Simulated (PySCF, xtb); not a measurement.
In(Br)2(OMe) (CH₃Br₂InO), SMILES C[O][In]([Br])[Br].

GFN2-xTB run with xtb at its own geometry gives an orbital gap of 2.44 eV and a dipole moment of 2.69 D.

Geometry optimised at PBE0-D3(BJ)/def2-SVP. The def2 effective core potentials stand for the cores of In; spin–orbit coupling is left out. One conformer was computed; it need not be the lowest.

### Question
What does CAM-B3LYP/def2-TZVP (PySCF) give? (The exact figures need the calculation; the answer reports its results.)

### Answer
gap 7.69 eV (levels -9.53 and -1.83 eV), dipole 1.10 D.
